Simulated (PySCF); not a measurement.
C6H11N.
SMILES with atom numbers: `[CH2:1]=[C:2](/[CH:3]=[CH:4]\[CH3:5])[CH2:6][NH2:7]` (hydrogens: H8, H9 on C1; H10 on C3; H11 on C4; H12, H13, H14 on C5; H15, H16 on C6; H17, H18 on N7)

All values: B3LYP/def2-SVPD (PySCF, non-relativistic), on one gas-phase PBE0-D3(BJ)/def2-SVP geometry that isn't relaxed in the solvent. The solvent is an IEF-PCM continuum (van der Waals radii × 1.2). Only the electrostatic response of the medium enters.

Gas phase at B3LYP/def2-SVPD: HOMO -6.15 eV, LUMO -0.77 eV, dipole 1.71 D.

What does the continuum do to the energy, the frontier levels and the dipole at B3LYP/def2-SVPD in benzene and chloroform?

| solvent | ε | E(solvent) − E(gas) (kcal/mol) | polarisation term (kcal/mol) | distortion of the solute (kcal/mol) | HOMO (eV) | LUMO (eV) | dipole (D) |
| --- | --- | --- | --- | --- | --- | --- | --- |
| benzene | 2.271 | -2.09 | -2.23 | 0.14 | -6.15 | -0.77 | 2.03 |
| chloroform | 4.711 | -3.44 | -3.85 | 0.41 | -6.17 | -0.79 | 2.26 |

Polarisation term: ½ Σ q·V over the induced surface charges. Distortion: the rise of the solute's own energy as its density leaves the gas-phase optimum. From benzene to chloroform the lowering changes by a factor 1.65, Onsager's factor (ε − 1)/(2ε + 1) by 1.55 and ε itself by 2.1.

Which radius a makes the point-dipole formula ΔE = −[(ε − 1)/(2ε + 1)]·μ²/a³ give the value in chloroform, with the gas-phase dipole?

μ = 0.673 au and |ΔE| = 0.00548 Eh give a = 1.63 Å; the farthest nucleus lies 3.40 Å from the centroid of the nuclei, so such a sphere wouldn't even hold the nuclei. The formula assumes a rigid point dipole at the centre of a sphere.

How does the static polarisability (B3LYP/def2-SVPD, frozen core, with the continuum's full static response) change?

```
    medium  isotropic (au)  principal values (au)  ⟨r²⟩ of the electrons (bohr²)
       gas            89.2      60.2, 83.6, 123.8                          978.0
   benzene           103.4      68.8, 95.0, 146.5                          977.7
chloroform           113.3     76.1, 102.5, 161.4                          977.5
```

The isotropic value in chloroform is 1.27 times the gas-phase one; no cavity-field correction is applied. ⟨r²⟩ is taken about the centre of nuclear charge.

The values belong to the conformer `[CH2:1]=[C:2](/[CH:3]=[CH:4]\[CH3:5])[CH2:6][NH2:7]`: C1–C2–C3–C4 -173°, C1–C2–C6–N7 -9°, H–N7–C6–C2 173°, H–N7–C6–C2 -69°.
